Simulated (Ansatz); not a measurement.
`[OH][Sn]([OH])([Br])[Br]` → `[Br][Sn][Br]` + hydrogen peroxide at 600 K and 1 bar (stannylene formation by 1,1-elimination).

Calculated with Ansatz (gas phase, PBE0-D4/def2-TZVP geometries, no zero-point term in ΔE). CBS: MP2 limit from def2 TZ/QZ plus the TZ coupled-cluster correction, frozen cores. This one scheme is used for every species. Elements past krypton have def2 core potentials. For Br, Sn outer-core shells are correlated without core-valence functions, which leaves a few kJ/mol of doubt a bond. Scalar relativity is left out up to krypton. Each species was taken in one conformer, which may not be the lowest.

```csv
species,CCSD(T)/CBS energy (Eh),H − E (kJ/mol),S (J/(mol·K))
`[OH][Sn]([OH])([Br])[Br]`,-5512.35876,137.1,503.5
`[Br][Sn][Br]`,-5360.78051,35.2,368.9
`OO`,-151.44260,96.1,259.8
```

H − E and S are ideal-gas, rigid-rotor, harmonic terms from PBE0-D4/def2-TZVP, for one conformer and one mirror image of each species. 1 Eh = 2625.50 kJ/mol, R = 8.31446 J/(mol·K).

**Question.** By hand: ΔE, ΔH, ΔS and ΔG.

**Answer.** ΔE = (-5360.78051) + (-151.44260) − (-5512.35876) = 0.13565 Eh = 356.1 kJ/mol. Δ(H − E) = 35.2 + 96.1 − 137.1 = -5.8, so ΔH = 350.3 kJ/mol. ΔS = 368.9 + 259.8 − 503.5 = 125.2 J/(mol·K). ΔG = 350.3 − 600 × (125.2)/1000 = 275.2 kJ/mol.

**Question.** By hand: the equilibrium constant, and the temperature at which ΔG would vanish if ΔH and ΔS stayed fixed.

**Answer.** log₁₀ K = −ΔG/(RT ln 10) = -24.0. ΔG = 0 at ΔH/ΔS = 2798 K, far beyond where these terms or the molecules hold.

The number of gas molecules changes by +1, which sets the sign of ΔS. A doubt of 5 kJ/mol in ΔE shifts log₁₀ K by 0.4 here. Other conformers and mirror images would add mixing entropy, several J/(mol·K) or more a flexible species. These are equilibria of isolated gas molecules and say nothing of rates. Largest T1 diagnostic: 0.011 (customary marks: 0.02 for closed shells, 0.045 for open ones).
